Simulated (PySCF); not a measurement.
Job file and geometry (Å, from GFN2-xTB) of an NMR shielding run on `C=C(Cl)[C@@H]1C[C@@H]1S[SiH3]`, C$_{5}$H$_{9}$ClSSi, PySCF 2.14.0, density-fitted response routines, GIAO PBE0/pcSseg-1 NMR shielding, non-relativistic, gas phase; density fitting, a coarse starting grid and PySCF grid level 2 are the driver's defaults:

```
$ OMP_NUM_THREADS=1 python probes_run.py task.json out

{"job": {"kind": "nmr", "xc": "PBE0", "basis": "pcSseg-1"}, "charge": 0, "multiplicity": 1}
C     -1.892082     0.234285     1.113428
C     -1.193553     0.996617     0.287646
Cl    -1.113755     2.715254     0.570042
C     -0.412233     0.573153    -0.887198
C     -0.701058    -0.718202    -1.606820
C      0.558501    -0.590929    -0.821548
S      0.763731    -1.560035     0.675396
Si     2.074101    -0.252853     1.763895
H     -1.954686    -0.828931     0.973286
H     -2.411661     0.647216     1.958820
H     -0.082641     1.404960    -1.499068
H     -0.640020    -0.729129    -2.684710
H     -1.475539    -1.350711    -1.203945
H      1.492784    -0.483322    -1.356630
H      2.314046    -0.983808     2.993325
H      1.391501     1.018282     1.954450
H      3.275567    -0.079813     0.953000
```

Question: What does the program print?

Answer: 
```
coarse grid: 15888 points
cycle   1  E = -1342.9799023043  dE =  1.058e+00  |g| = 3.788e-01  |ddm| = 3.918e+00
cycle   2  E = -1342.9610166441  dE =  1.889e-02  |g| = 4.838e-01  |ddm| = 8.288e-01
cycle   3  E = -1343.0163411214  dE = -5.532e-02  |g| = 1.006e-01  |ddm| = 5.131e-01
cycle   4  E = -1343.0188131911  dE = -2.472e-03  |g| = 3.449e-02  |ddm| = 1.408e-01
cycle   5  E = -1343.0190892159  dE = -2.760e-04  |g| = 8.967e-03  |ddm| = 4.574e-02
cycle   6  E = -1343.0191097028  dE = -2.049e-05  |g| = 2.305e-03  |ddm| = 1.483e-02
cycle   7  E = -1343.0191107397  dE = -1.037e-06  |g| = 6.274e-04  |ddm| = 2.907e-03
final grid: 139808 points
cycle   8  E = -1343.0680792109  dE = -4.552e-05  |g| = 7.697e-03  |ddm| = 3.569e-02
cycle   9  E = -1343.0680691999  dE =  1.001e-05  |g| = 9.664e-03  |ddm| = 1.830e-02
cycle  10  E = -1343.0680928364  dE = -2.364e-05  |g| = 1.556e-03  |ddm| = 1.219e-02
cycle  11  E = -1343.0680933603  dE = -5.238e-07  |g| = 4.641e-04  |ddm| = 1.951e-03
cycle  12  E = -1343.0680934121  dE = -5.186e-08  |g| = 1.056e-04  |ddm| = 4.914e-04
cycle  13  E = -1343.0680934147  dE = -2.620e-09  |g| = 3.232e-05  |ddm| = 1.498e-04
cycle  14  E = -1343.0680934150  dE = -2.706e-10  |g| = 8.820e-06  |ddm| = 4.794e-05
converged SCF energy = -1343.0680934150

GIAO shielding tensors (ppm)
atom      isotropic    diamagn.    paramagn.     s11        s22        s33       span
  0 C       68.530     253.903    -185.373    -35.504     81.889    159.204    194.708
  1 C       38.701     254.620    -215.919    -67.643     72.562    111.185    178.829
  2 Cl     658.018    1146.494    -488.476    482.410    490.575   1001.069    518.659
  3 C      158.462     250.150     -91.688    128.990    139.015    207.380     78.389
  4 C      165.740     254.672     -88.933    143.515    160.877    192.827     49.312
  5 C      159.034     253.485     -94.451    129.585    151.388    196.129     66.543
  6 S      681.883    1058.546    -376.663    563.445    601.932    880.272    316.827
  7 Si     405.502     879.909    -474.407    362.029    400.532    453.944     91.914
  8 H       26.544      32.324      -5.780     21.912     24.672     33.048     11.136
  9 H       26.004      29.321      -3.317     23.094     24.520     30.398      7.303
 10 H       29.804      31.897      -2.093     22.069     29.343     38.000     15.931
 11 H       30.282      30.987      -0.705     24.474     25.457     40.917     16.443
 12 H       31.344      32.425      -1.081     25.706     30.272     38.052     12.346
 13 H       29.461      32.522      -3.061     21.479     27.681     39.223     17.745
 14 H       27.407      28.835      -1.427     23.742     24.395     34.085     10.343
 15 H       27.342      29.675      -2.333     21.499     28.700     31.826     10.327
 16 H       27.272      29.190      -1.919     23.310     24.990     33.515     10.205
```

Question: Turn these shieldings into chemical shifts. References, each an isolated molecule treated in the same way: 13C (σ = 186.93 ppm), 29Si (σ = 349.16 ppm), 1H (σ = 31.72 ppm) against TMS; 35Cl (σ = 949.78 ppm) vs HCl; 33S (σ = 503.73 ppm) vs CS2.

Answer: Averaging equivalent atoms: C 1: 148.2; C 0: 118.4; C 3: 28.5; C 5: 27.9; C 4: 21.2; Cl 2: 292; S 6: -178; Si 7: -56.3; H 9: 5.71; H 8: 5.17; H 14/15/16: 4.38; H 13: 2.26; H 10: 1.91; H 11: 1.43; H 12: 0.37 ppm. 

Size and cost of the density-fitted run: 202 basis functions, 89 s wall time on 1 thread of an Arm Neoverse N1, shared host; peak memory 0.9 GiB.
